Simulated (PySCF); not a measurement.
C₂H₆FNSi, SMILES CN(C)[Si]F (connectivity only; charge and spin as stated), neutral, multiplicity 1. Atoms are numbered in the order given.

```xyz
11

Si    -0.8285     0.8905     0.0000
F      0.4830     1.9232     0.0000
N      0.0263    -0.6361     0.0000
C     -0.7413    -1.8699     0.0000
C      1.4687    -0.8145     0.0000
H     -0.5199    -2.4903    -0.8984
H     -0.5199    -2.4903     0.8984
H     -1.8288    -1.6433     0.0000
H      1.8037    -1.3833     0.8974
H      1.8037    -1.3833    -0.8974
H      1.9644     0.1740     0.0000
```
Charge 0, spin multiplicity 1.

Coordinates come from a PBE-D3(BJ)/def2-SVP optimisation. The values are those of a single conformer.

These are PySCF with PBE/def2-TZVP values and carry that method's errors.

Atomic charges (e):

| atom | Löwdin | meta-Löwdin |
|---|---|---|
| Si1 | 0.07 | 0.58 |
| F2 | -0.06 | -0.48 |
| N3 | -0.03 | -0.31 |
| C4 | -0.35 | -0.24 |
| C5 | -0.34 | -0.25 |
| H6 | 0.12 | 0.11 |
| H7 | 0.12 | 0.11 |
| H8 | 0.12 | 0.12 |
| H9 | 0.12 | 0.11 |
| H10 | 0.12 | 0.11 |
| H11 | 0.13 | 0.13 |

Computed Mayer and Wiberg (Löwdin basis) orders of the bonds:
| bond | Mayer | Wiberg |
|---|---|---|
| Si1–F2 | 1.02 | 1.71 |
| Si1–N3 | 1.27 | 1.60 |
| N3–C4 | 0.99 | 1.34 |
| N3–C5 | 0.96 | 1.32 |
| C4–H6 | 0.95 | 0.91 |
| C4–H7 | 0.95 | 0.91 |
| C4–H8 | 0.95 | 0.90 |
| C5–H9 | 0.95 | 0.91 |
| C5–H10 | 0.95 | 0.91 |
| C5–H11 | 0.95 | 0.91 |
